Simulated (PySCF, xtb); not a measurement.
C3H9ClOSi, SMILES C[Si@H](Cl)COC. Other conformers were not sampled.

Harmonic wavenumbers (cm⁻¹) from GFN2-xTB run with xtb at its own minimum, in rising order: 43, 77, 105, 120, 163, 174, 230, 267, 379, 489, 617, 649, 722, 766, 811, 837, 847, 980, 1107, 1136, 1158, 1203, 1303, 1367, 1408, 1467, 1470, 1472, 1490, 1497, 2210, 2845, 2883, 2888, 2914, 3024, 3032, 3037, 3045.

### Question
What does B3LYP-D3(BJ)/def2-SVP (PySCF) give at its own minimum? (An estimate is asked for; the answer gives what the named calculation found.)

### Answer
58, 82, 116, 155, 193, 203, 244, 298, 395, 514, 653, 684, 717, 754, 814, 888, 905, 985, 1173, 1178, 1212, 1233, 1270, 1313, 1427, 1433, 1449, 1457, 1466, 1493, 2226, 2930, 2962, 2983, 3019, 3034, 3123, 3126, 3145. Paired by order, the mean absolute difference is 38 cm⁻¹ and the zero-point energies are 71.8 and 73.3 kcal/mol.
